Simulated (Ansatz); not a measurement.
ClIn, triplet, at a GFN2-xTB geometry (such geometries of metal compounds can be far from the true shape) (the spin is typed, not shown lowest) (core potentials on In); PBE/def2-SVP (Ansatz, an electronic-structure program).

The Ansatz input:
Ansatz 0.2 input:
```yaml
crystal:
  periodic: [false, false, false]
  atoms:
    - {symbol: In, position_ang: [-0.00000000, -0.00000000, -0.63631162]}
    - {symbol: Cl, position_ang: [0.00000000, 0.00000000, 1.83407468]}
basis:
  gaussian:
    orbitals: def2-SVP
hamiltonian:
  xc: pbe
magnetization: {spin_polarized: true, initial_magnetization: 2}
```

The log (banner, timings and long lists left out):

```
Functional definition: PBE
511 factors; their error is unknown
mean field evaluation 1: about -17685.4542 eV, gradient 9.6e0 eV
mean field evaluation 2: about -17677.6664 eV, gradient 3.0e1 eV
mean field evaluation 4: about -17686.0132 eV, gradient 2.1e0 eV
mean field evaluation 8: about -17686.0332 eV, gradient 3.4e-2 eV
mean field evaluation 16: about -17686.0012 eV, gradient 1.6e0 eV
mean field evaluation 32: about -17682.8280 eV, gradient 1.2e1 eV
mean field evaluation 64: about -17684.7346 eV, gradient 9.1e0 eV
mean field evaluation 96: about -17686.0332 eV, gradient 7.5e-6 eV
mean field -17686.03316513 eV, -649.9497307948 hartree, gradient 7.5e-6 eV, S^2 2.002346; 10 other end points of the search recorded, 0 dependent functions left out
reference -17686.03319785 eV, -649.9497319972 hartree; 20, 18 occupied and 24, 26 virtual orbitals, 511 factors
Total energy: -17686.03319785 eV, -649.9497319972 hartree
```
